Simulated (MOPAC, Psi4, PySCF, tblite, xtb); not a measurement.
Dimer H2O2Zn ··· HCl (SMILES [OH][Zn][OH] and Cl) at R = 4.48 Å between the centres of mass, closest contact 1.66 Å (a higher rigid-body minimum at GFN2-xTB). Geometry in Å and degrees:

```
O
H 1 0.9618
Zn 1 1.7765 2 114.87
O 3 1.7765 1 174.21 2 -134.44
H 4 0.9618 3 114.89 1 -134.47
H 1 1.6647 2 101.86 3 173.53
Cl 6 1.2820 1 173.65 2 -2.99
```

- GFN2-xTB (tblite)
- B3LYP/def2-TZVP, counterpoise-corrected (Psi4)
- B3LYP-D3(BJ)/def2-TZVP, counterpoise-corrected (Psi4)
- PBE/def2-TZVP, counterpoise-corrected (Psi4)
- PBE-D3(BJ)/def2-TZVP, counterpoise-corrected (Psi4)
- wB97X-D/def2-TZVP, counterpoise-corrected (Psi4)
- PM6, restricted, heats of formation (MOPAC)
- PM7, restricted, heats of formation (MOPAC)
- GFN1-xTB (xtb)
- RKS-B3LYP/6-31G* = restricted B3LYP/6-31G*, spherical d, no counterpoise correction (PySCF)
- RKS-B3LYP/3-21G = restricted B3LYP/3-21G, no counterpoise correction (PySCF)
- RKS-M06-2X/6-31G* = restricted M06-2X/6-31G*, spherical d, no counterpoise correction (PySCF 2.14.0)
- RKS-B3LYP/LANL2DZ = restricted B3LYP/LANL2DZ, with its core potentials past Ne, no counterpoise correction (PySCF)

Q: What interaction energy does each level give?

A: 
```
method                  E_int / kcal/mol
----------------------  ----------------
RKS-B3LYP/3-21G                   -16.45
RKS-B3LYP/LANL2DZ                 -11.49
RKS-M06-2X/6-31G*                 -10.11
PM7                                -9.02
RKS-B3LYP/6-31G*                   -9.02
GFN2-xTB                           -7.79
PM6                                -7.22
PBE-D3(BJ)/def2-TZVP               -7.01
B3LYP-D3(BJ)/def2-TZVP             -6.89
GFN1-xTB                           -6.79
wB97X-D/def2-TZVP                  -6.46
PBE/def2-TZVP                      -6.17
B3LYP/def2-TZVP                    -5.45
```
